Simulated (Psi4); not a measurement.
C3H2F2 (SMILES C=C=C(F)F), singlet, at a GFN2-xTB geometry; QCISD(T)/def2-SVP (Psi4).

Here is a job for Psi4.
```
memory 2 GB

molecule {
0 1
  C    -2.17375340    0.01530894   -0.01188252
  C    -0.87978136    0.00619597   -0.00480920
  C     0.41597950   -0.00292959    0.00227389
  F     1.19267818    1.03952717   -0.30069797
  F     1.17456058   -1.05619876    0.31363815
  H    -2.73690941   -0.23918534   -0.89666413
  H    -2.74290786    0.27777766    0.86670949
}

set basis def2-svp
set freeze_core true

energy('qcisd(t)')
print_variables()
```

Output, abridged:

```
   => Loading Basis Set <=

    Name: DEF2-SVP
    Role: ORBITAL
    Keyword: BASIS

         ---------------------------------------------------------
                                   SCF
               by Justin Turney, Rob Parrish, Andy Simmonett
                          and Daniel G. A. Smith
                              RHF Reference
         ---------------------------------------------------------

  ==> Geometry <==

    Molecular point group: c1
    Full point group: C1

    Geometry (in Angstrom), charge = 0, multiplicity = 1:

       Center              X                  Y                   Z               Mass
    ------------   -----------------  -----------------  -----------------  -----------------
         C           -2.276373372813     0.016031656311    -0.012443477541    12.000000000000
         C           -0.982401332813     0.006918686311    -0.005370157541    12.000000000000
         C            0.313359527187    -0.002206873689     0.001712932459    12.000000000000
         F            1.090058207187     1.040249886311    -0.301258927541    18.998403162730
         F            1.071940607187    -1.055476043689     0.313077192459    18.998403162730
         H           -2.839529382813    -0.238462623689    -0.897225087541     1.007825032230
         H           -2.845527832813     0.278500376311     0.866148532459     1.007825032230

  Running in c1 symmetry.

  Rotational constants: A =      0.35859  B =      0.12274  C =      0.09316 [cm^-1]
  Rotational constants: A =  10750.24469  B =   3679.69882  C =   2792.91724 [MHz]
  Nuclear repulsion =  155.615074998046197

  Charge       = 0
  Multiplicity = 1
  Electrons    = 38
  Nalpha       = 19
  Nbeta        = 19

  ==> Algorithm <==

  SCF Algorithm Type is PK.
  DIIS enabled.
  MOM disabled.
  Fractional occupation disabled.
  Guess Type is SAD.
  Energy threshold   = 1.00e-08
  Density threshold  = 1.00e-08
  Integral threshold = 1.00e-12

  ==> Primary Basis <==

  Basis Set: DEF2-SVP
    Blend: DEF2-SVP
    Number of shells: 36
    Number of basis functions: 80
    Number of Cartesian functions: 85
    Spherical Harmonics?: true
    Max angular momentum: 2

  ==> Integral Setup <==

  Using in-core PK algorithm.
   Calculation information:
      Number of atoms:                   7
      Number of AO shells:              36
      Number of primitives:             70
      Number of atomic orbitals:        85
      Number of basis functions:        80

[...]
  @RHF Final Energy:  -313.30465661480565
    Total Energy =                       -313.3046566148056513
      * MP2 total energy:                   -314.049858669071
[...]
        SS MP2.5 correlation energy:          -0.188585669455
        MP2.5 correlation energy:             -0.754120001920
      * MP2.5 total energy:                 -314.058776616725

        OS MP3 correlation energy:            -0.582571197196
        SS MP3 correlation energy:            -0.180466752378
        MP3 correlation energy:               -0.763037949574
      * MP3 total energy:                   -314.067694564380

        OS MP4(SDQ) correlation energy:       -0.596250521922
        SS MP4(SDQ) correlation energy:       -0.170353474125
        MP4(SDQ) correlation energy:          -0.774694201843
      * MP4(SDQ) total energy:              -314.079350816649

        OS QCISD correlation energy:          -0.599987011718
        SS QCISD correlation energy:          -0.176102891692
        QCISD correlation energy:             -0.776089903410
      * QCISD total energy:                 -314.080746518216

  Total time for QCISD iterations:       7.68 s (user)
                                         2.08 s (system)
                                           11 s (total)

  Time per iteration:                    0.55 s (user)
                                         0.15 s (system)
                                         0.85 s (total)

        ==> Resort (ov|vv) integrals for low-memory (T) computation <==

        *******************************************************
        *                                                     *
        *                     QCISD(T)                        *
        *                                                     *
        *******************************************************

        Using low-memory algorithm.

        num_threads:                      1
        memory requirements:       12.52 mb

        Number of abc combinations: 39711

        Computing (T) correction...

        % complete  total time
              10.0
              20.0
              30.0
              40.0
              50.0
              60.0
              70.0
              80.0
              90.0

        (T) energy                             -0.021539853121

        QCISD(T) correlation energy            -0.797629756531
      * QCISD(T) total energy                -314.102286371337

  Variable Map:
  ----------------------------------------------------------------------------
[...]
  Array Variable Map:
  ----------------------------------------------------------------------------
[...]
[...]
```
